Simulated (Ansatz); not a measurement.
`[BH2][SnH]([OH])[OH]` + HCl → `[OH][SnH]([OH])[Cl]` + BH₃  (cleavage of the Sn–B bond)

Program: Ansatz. Geometries: PBE0-D4/def2-TZVP. ΔE: electronic, gas phase. CCSD(T)/CBS adds triple-zeta CCSD(T) − MP2 to the extrapolated MP2 energy (def2 sets, frozen cores). This one scheme is used for every species. DFT in def2-TZVPP. B3LYP here is the variant with VWN-RPA as its local correlation; programs differ in this. def2 core potentials past Kr. For Sn outer-core shells are correlated without core-valence functions, which leaves a few kJ/mol of doubt a bond. One conformer a species, not always the lowest.

`[BH2][SnH]([OH])[OH]`:

```xyz
9

B     1.565    0.873   -0.695
Sn   -0.095   -0.175    0.394
O    -0.483   -1.783   -0.681
O    -1.638    1.046    0.259
H     1.415    1.115   -1.852
H     2.574    1.190   -0.147
H    -0.018   -0.688    2.031
H    -0.991   -2.449   -0.212
H    -2.328    0.870    0.903
```

HCl:

Z-matrix (Å, degrees):
```
Cl
H 1 1.279
```

`[OH][SnH]([OH])[Cl]`:

```xyz
7

O    -0.441   -1.343    0.885
Sn    0.224    0.386    0.285
O    -1.109    1.142   -0.905
Cl    2.150   -0.110   -0.917
H     0.144   -2.065    0.639
H     0.516    1.494    1.525
H    -1.484    0.497   -1.512
```

BH₃:

Cartesian coordinates in Å:
```
B 0.000 0.000 0.000
H -1.106 0.422 0.152
H 0.867 0.311 0.759
H 0.239 -0.733 -0.911
```

```
   level  ΔE (kJ/mol)
 PBE0-D4       -102.8
B3LYP-D4       -107.8
```

What does CCSD(T)/CBS give? (Best estimate.)

Computed: -105.6 kJ/mol. The listed levels differ from it by 2.8, -2.2 kJ/mol.

Largest T1 diagnostic among the species: 0.014.

From PBE to PBE0 (25 % exact exchange), in def2-TZVPP and without D4, ΔE moves by −4.5 kJ/mol. In def2-TZVPP, CCSD(T) changes the Hartree–Fock value by +24.0 kJ/mol (the triples alone add +0.2 kJ/mol) and MP2 by +18.3 kJ/mol.
